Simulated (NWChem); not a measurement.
Isomers of Si2H5O2Cl, each optimised at B3LYP/6-31G* with NWChem, gas phase unless a solvent is named. Flexible species stand in one conformer each, which need not be the lowest. Pople sets run with spherical d functions.

A: O[SiH](O)[SiH2]Cl
B: [SiH2](O[SiH2]Cl)O
C: O[Si@@H](Cl)[SiH2]O
D: O[Si@@H](Cl)O[SiH3]

Rank them by dipole (D), B3LYP/6-31G*, lowest first.

B (0.58), C (1.52), D (1.81), A (1.90)
